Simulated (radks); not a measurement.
Values are calculated unless marked as measured or tabulated.
How relativity changes the ionisation of the bismuth ion Bi2+ ([Hg] 6p1) to Bi3+ ([Hg]). Spin-unpolarised spherical Kohn-Sham, BLYP, point nucleus unless stated (finite: rms radius 5.5211 fm), a radial shooting solver on a logarithmic mesh with Libxc functionals. A level marked "c x" has the speed of light scaled by that factor and shares open shells by 2j + 1; other Dirac levels either fill j = l - 1/2 first or share by 2j + 1.

level	E(Bi2+) (hartree)	E(Bi3+) (hartree)	IE (eV)	HOMO	<r> HOMO (bohr)
non-rel.	-20099.2926	-20098.4445	23.077	6p	2.700
scalar-rel.	-21531.0114	-21530.1508	23.417	6p	2.631
scalar-rel., finite nucleus	-21524.5047	-21523.6440	23.420	6p	2.631
Dirac, 2j+1 shares	-21581.7108	-21580.8424	23.633	6p3/2	2.709
Dirac, low j first	-21581.7763	-21580.8424	25.412	6p1/2	2.454
Dirac, 2j+1 shares, finite nucleus	-21575.1159	-21574.2473	23.635	6p3/2	2.709
Dirac, c x 0.85	-22367.2740	-22366.3925	23.987	6p3/2	2.718
Dirac, c x 2	-20416.5614	-20415.7093	23.185	6p3/2	2.701
Dirac, c x 10	-20111.4605	-20110.6123	23.081	6p3/2	2.700

NIST Atomic Spectra Database: 25.571 eV (measured). The relativistic part of the total energy of Bi2+ is -1476 hartree (Dirac, 2j+1 shares, finite nucleus), 7.3 % of the non-relativistic value. Spin polarisation and multiplet splitting of open shells are left out at every level.

Beside tabulated values, note that relativity, absent from the non-relativistic runs, is large for the heavy elements, and spin-unpolarised runs miss the spin-polarisation part of the exchange energy of open shells, and scalar-relativistic runs lack spin-orbit coupling.
